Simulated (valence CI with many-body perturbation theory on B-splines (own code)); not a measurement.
Values are calculated unless marked as measured or tabulated.
**Run record, Eu39+**

Level of theory: configuration interaction combined with many-body perturbation theory (CI+MBPT): six valence electrons over a frozen Dirac-Fock core [Ar], radial functions for each j: 7 s, 7 p, 8 d, 6 f, 4 g, 1 h, with the one-electron correlation potential Σ1 (screened to all orders), the two-electron term Σ2, the three-electron term Σ3, Breit, model QED; selected single and double excitations, second order for the rest, scaled by the run's own slope (own B-spline code, finite nucleus).

Command, and the settings that its task file holds:

```sh
python run_cv.py task.json out
```

```
atom Eu  Z=63  mass_number=153  rms_radius_fm=5.1115
core [Ar]
valence 3d6
avg = 1
basis = M
breit = 1
cap = 60000
capref = 1200
cscale = 1
de = 0.0
dress = 0
eps = 2e-08
extrap = 1
h = 0.27
hh = 1
l2 = 3
lcore = 6
maxit = 60
n2 = 5
natural = 1
nlev = 35
nno = [4, 4, 5, 4, 3, 1]
nroot = 26
nsp = [3, 3, 3, 2, 1, 0]
pt2 = 1
qed = 1
rpa = 1
s1 = 1
s2 = 1
s3 = 1
screen = 1
tol = 2e-05
whole = 1
```

**Question.** Roughly how long does this run take on one core of Intel(R) Xeon(R) Processor @ 2.30GHz, and how much memory?

**Answer.** 8.8 min on 1 thread of Intel(R) Xeon(R) Processor @ 2.30GHz (shared host), peak memory 1.8 GiB.

Log. The first blocks belong to the next ion, which gives the ionisation energy. Fields: 2J, parity (1 odd), roots, reference size, generating configurations, candidates as configurations/state functions, variational space P, stored matrix elements, Davidson steps; e2 is the range of second-order energies in hartree. The first line gives the box (bohr), its intervals, the orbitals and the steps of their self-consistent field. Window is the range of levels sought, series limit the energy at which the first omitted orbital would enter, core excitation an estimate of the first excitation out of the core, left out the lowest levels not solved, and shifts from estimates the range by which levels moved from their first estimate, all in cm⁻¹.

```
rmax 2.9 intervals 57 orbitals 59 references ['3d6', '3d5 4s', '3d5 4p'] scf 5 t 1.0
2J=5 par=0 roots 2 ref 81 generators 4 cand 3453/45011 P 589/5987 nnz 9.5e+06 it 5
2J=5 par=0 roots 2 ref 81 generators 5 cand 4564/84071 P 2304/29973 nnz 1.8e+08 it 6
   second order: generators 9 cand 5314/136522 e2 -0.00013 -0.00006
reference levels 654, estimated 34, window 1113549 1/cm; series limit 18247706, core excitation 2050691
2J=8 par=0 roots 7 ref 77 generators 4 cand 3875/75106 P 539/11927 nnz 3.1e+07 it 5
2J=8 par=0 roots 7 ref 77 generators 4 cand 3493/65740 P 1541/32204 nnz 2e+08 it 6
   second order: generators 10 cand 16272/1537222 e2 -0.00369 -0.00293
2J=4 par=0 roots 8 ref 86 generators 4 cand 3968/64530 P 607/11981 nnz 3e+07 it 5
2J=4 par=0 roots 8 ref 86 generators 4 cand 3531/55122 P 1839/32529 nnz 2e+08 it 8
   second order: generators 11 cand 18438/1338586 e2 -0.00226 -0.00160
2J=0 par=0 roots 5 ref 26 generators 4 cand 3111/13837 P 2684/11999 nnz 2.5e+07 it 5
2J=0 par=0 roots 5 ref 26 generators 4 cand 961/4364 P 3393/15407 nnz 4.1e+07 it 5
   second order: generators 10 cand 13233/262112 e2 -0.00009 -0.00004
2J=6 par=0 roots 6 ref 88 generators 3 cand 3370/74298 P 453/11996 nnz 3.3e+07 it 5
2J=6 par=0 roots 6 ref 88 generators 3 cand 3045/64860 P 1248/30742 nnz 2e+08 it 7
   second order: generators 7 cand 12056/1232876 e2 -0.00322 -0.00268
2J=2 par=0 roots 4 ref 60 generators 3 cand 3296/42265 P 768/11997 nnz 3.2e+07 it 5
2J=2 par=0 roots 4 ref 60 generators 3 cand 2708/32827 P 2333/31670 nnz 1.9e+08 it 7
   second order: generators 7 cand 10949/647357 e2 -0.00027 -0.00019
2J=10 par=0 roots 2 ref 52 generators 2 cand 3329/65705 P 457/11994 nnz 3.7e+07 it 5
2J=10 par=0 roots 2 ref 52 generators 2 cand 2998/56256 P 1176/28738 nnz 1.9e+08 it 5
   second order: generators 5 cand 12085/1283465 e2 -0.00222 -0.00210
2J=12 par=0 roots 2 ref 31 generators 2 cand 3208/52344 P 603/11996 nnz 3.6e+07 it 5
2J=12 par=0 roots 2 ref 31 generators 2 cand 2754/42840 P 1628/29168 nnz 1.9e+08 it 5
   second order: generators 4 cand 9999/1079228 e2 -0.00095 -0.00087
left out: unestimated 9274219, estimated none, shifts from estimates -473 to 981
operators 1.3
```

The Davidson iterations converged.

The last digits are not significant, and no measured levels were compared; by estimate large intervals hold to a few tenths of a per cent, small ones and those within an open d or f shell to about a per cent. Core correlation moves these levels by up to 8800 cm⁻¹, and in measured spectra 5 to 20 % of such shifts remained as error; rates that hang on mixing are uncertain with them. Among the levels kept, up to 970 cm⁻¹ of a level comes from second order outside the variational space, and about a tenth of that is noise between levels of different J, which matters for small intervals. Only levels of the ground parity were solved; by the run's estimate the other parity begins above the list, which can be wrong where configurations are misplaced.

* Valence energy: -709.084 hartree
* Ionisation energy: 2914.3 eV (NIST: 2914 ± 4 eV (theoretical))
* Reference configurations for the orbitals: 3d6, 3d5 4s, 3d5 4p
* Radial orbitals: 59
* Box radius: 2.865 bohr
* Largest variational space: 32529
* Lowest levels: (3d3/2^4 3d5/2^2) J=4 0.000, (3d3/2^4 3d5/2^2) J=2 5.879, (3d3/2^4 3d5/2^2) J=0 17.682, (3d3/2^3 3d5/2^3) J=3 [a] 25.970, (3d3/2^3 3d5/2^3) J=4 [a] 28.635, (3d3/2^3 3d5/2^3) J=1 [a] 29.657, (3d3/2^3 3d5/2^3) J=5 34.855, (3d3/2^3 3d5/2^3) J=6 34.900, (3d3/2^3 3d5/2^3) J=2 [a] 39.721, (3d3/2^3 3d5/2^3) J=3 [b] 40.664, (3d3/2^3 3d5/2^3) J=0 49.581, (3d3/2^3 3d5/2^3) J=2 [b] 49.977, (3d3/2^3 3d5/2^3) J=4 [b] 50.666, (3d3/2^3 3d5/2^3) J=1 [b] 51.216 eV

Levels are named by their leading jj configuration (3d3/2^4 stands for four electrons in 3d with j = 3/2), which in mixed levels can hold well under half, so a name can repeat and another be missing. Letters in brackets count levels of one name in rising energy.
